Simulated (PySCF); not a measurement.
PySCF input:

```python
from pyscf import gto, scf, dft

mol = gto.M(
    atom='''
    Si    0.04723359   -0.02930386    0.99259502
    I     1.12228249    1.76295077   -0.13286679
    I    -1.13475929   -1.75521013   -0.12932812
    ''',
    basis='def2-tzvpd',
    ecp='def2-tzvp',
    charge=1,
    spin=1,
    verbose=4,
)

mf = dft.UKS(mol, xc='m06l').density_fit(auxbasis='def2-universal-jkfit')
mf.grids.level = 4
mf.conv_tol = 1e-9
mf.max_cycle = 100
mf.max_memory = 1500
mf.kernel()
if not mf.converged:
    mf = mf.newton()
    mf.kernel(mf.make_rdm1())
for _ in range(2):
    mo, _, stable, _ = mf.stability(return_status=True)
    if stable:
        break
    mf.kernel(mf.make_rdm1(mo, mf.mo_occ))
mf.analyze()
```

Q: Which total energy does the run end on?

A: -884.99521 Eh (M06-L/def2-TZVPD).
